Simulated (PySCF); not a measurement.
Spinor energies of Ga¹⁰⁺ (gallium, charge +10)

Start: [Ar] 3d3; 3d3/2 filled at m_j = -1/2, +1/2, +3/2. Calculated with PySCF 2.14 in an uncontracted even-tempered set (17 s from 0.64 bohr⁻², ratio 2.8; 12 p from 0.83 bohr⁻², ratio 2.8; 8 d from 0.83 bohr⁻², ratio 2.8; 4 f from 3 bohr⁻², ratio 3): generalised Hartree-Fock with the X2C-1e Hamiltonian and a Gaussian nucleus; one run each with spin-orbit coupling (SO) switched off, then screened by Boettger's factors.

| spinor shell | electrons | ε, spin-free (eV) | ε, screened SO (eV) | weight of nominal j (screened SO) | rms radius, screened SO (bohr) |
| --- | --- | --- | --- | --- | --- |
| 1s1/2 | 2 | -10716.3 | -10716.1 | 1.000 | 0.0560 |
| 2s1/2 | 2 | -1620.4 | -1620.2 | 1.000 | 0.235 |
| 2p1/2 | 2 | -1442.0 | -1462.4 | 0.986 | 0.208 |
| 2p3/2 | 4 | -1442.0 | -1431.9 | 0.993 | 0.211 |
| 3s1/2 | 2 | -421.98 | -421.94 | 1.000 | 0.646 |
| 3p1/2 | 2 | -361.99 | -372.71 | 0.659 | 0.650 |
| 3p3/2 | 4 | -361.99 | -356.65 | 0.830 | 0.659 |
| 3d3/2 | 3 | -283.30 | -283.42 | 0.650 | 0.636 |

```csv
quantity,spin-free,screened SO
E (hartree),-1902.70823,-1902.79258
M_J,3/2,3/2
⟨J²⟩,6.753,6.394
⟨L²⟩,12.002,11.962
⟨S²⟩,3.751,3.729
```

The determinant has a definite M_J but mixes levels of different J.

Each row is a mean over spinors that exchange with the open shell spreads, by up to 10.968 eV (3s1/2).

Rows whose weight is well below 1 are mixtures of j = l ± 1/2: exchange outweighs spin-orbit coupling there, and the label is only the starting occupation.

Without spin-orbit coupling the j labels of p, d and f shells carry no meaning; the spin-free column gives the mean over the occupied spinors of each nl shell, and its ⟨J²⟩ belongs to a mixture of degenerate components.
